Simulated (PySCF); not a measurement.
Relaxation of triplet Pb₂S

All numbers come from UPBE0/[S def2-SVP, Pb def2-SVP with ECP60], scalar-relativistic core potentials, density fitting, no spin–orbit coupling, PySCF. A (50,194) grid was used.

A hand-made bent start, of C2v symmetry, held to at least that symmetry:

```xyz
3
charge 0 multiplicity 3, angstrom
S     0.0000    0.0000   -1.3156
Pb    2.0233    0.0000    0.1011
Pb   -2.0233    0.0000    0.1011
```

Optimiser trace:
```json
{"step": "0", "E − E(last) (kJ/mol)": "24.09", "largest gradient (Eh/bohr)": "0.02045"}
{"step": "1", "E − E(last) (kJ/mol)": "14.03", "largest gradient (Eh/bohr)": "0.00711"}
{"step": "2", "E − E(last) (kJ/mol)": "5.15", "largest gradient (Eh/bohr)": "0.01120"}
{"step": "3", "E − E(last) (kJ/mol)": "2.42", "largest gradient (Eh/bohr)": "0.00959"}
{"step": "4", "E − E(last) (kJ/mol)": "0.07", "largest gradient (Eh/bohr)": "0.00198"}
{"step": "5", "E − E(last) (kJ/mol)": "0.00", "largest gradient (Eh/bohr)": "0.00024"}
{"step": "6", "E − E(last) (kJ/mol)": "0.00", "largest gradient (Eh/bohr)": "0.00001"}
```

It ends at C2v with Pb–Pb 3.525 Å, S–Pb 2.528 Å (×2); Pb–Pb–S 45.8° (×2), Pb–S–Pb 88.4° (after a last refinement on a finer grid). A frequency run shows 1 imaginary mode, down to 288i cm⁻¹, so it is a saddle point. Other isomers or separated fragments may lie lower.

At this level a singlet minimum of C2v symmetry lies 79 kJ/mol below this structure. Spin–orbit coupling, left out here, can matter for elements this heavy.

The relaxation took of the order of 60 core-seconds on a shared host.
